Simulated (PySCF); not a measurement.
p-toluenesulfonic acid, C7H8O3S, SMILES Cc1ccc(S(=O)(=O)O)cc1 at its GFN2-xTB optimised geometry (Å):

```
19

C     -2.3799     0.3248    -5.2506
C     -1.6357     0.3358    -3.9518
C     -0.3146     0.7672    -3.8892
C      0.3636     0.7869    -2.6818
C     -0.2917     0.3762    -1.5415
S      0.5796     0.3536     0.0000
O     -0.3327     0.5104     1.0840
O      1.7484     1.1811    -0.0593
O      1.1118    -1.1811     0.0000
C     -1.6017    -0.0536    -1.5714
C     -2.2718    -0.0727    -2.7811
H     -3.1074     1.1360    -5.2678
H     -2.9231    -0.6097    -5.3734
H     -1.7036     0.4539    -6.0910
H      0.1851     1.0893    -4.7908
H      1.3844     1.1256    -2.6054
H      2.0700    -1.1811     0.0000
H     -2.0700    -0.3565    -0.6491
H     -3.2982    -0.4058    -2.8240
```

Computed with CAM-B3LYP/def2-SVP run with PySCF. Cells within 0.4 Å of a nucleus heavier than hydrogen are left out (blank, or x).

Map of the electron localisation function on the plane z = 1.2 Å:

```
|00000000000000000000000000000|
|00000000000000000000000000000|
|00000000000000000000000000000|
|00000000000000000000000000000|
|00000000000000000000000000000|
|00000000000000000000000000000|
|00000000000000000000000000000|
|00000000000000000001110000000|
|00000000001234200013321000000|
|00000000013577620014542000000|
|00000000025899851014553100000|
|00000000147999983113443100000|
|000000001589xxx85212332000000|
|000000001589xxx85311110000000|
|00000000047999973210000000000|
|00000000025898731100000000000|
|00000000003565200121000000000|
|00000000000120001442100000000|
|00000000000000015763100000000|
|00000000000000036763100000000|
|00000000000000035542000000000|
|00000000000000012320000000000|
|00000000000000000000000000000|
|00000000000000000000000000000|
|00000000000000000000000000000|
|00000000000000000000000000000|
|00000000000000000000000000000|
|00000000000000000000000000000|
|00000000000000000000000000000|
```
Scale: ten equal steps from 0.000 (start of '0') to 0.882 (end of '9'), in the order '0123456789'; x runs from -4.50 to 4.50, y from -4.50 (bottom) to 4.50 (top).
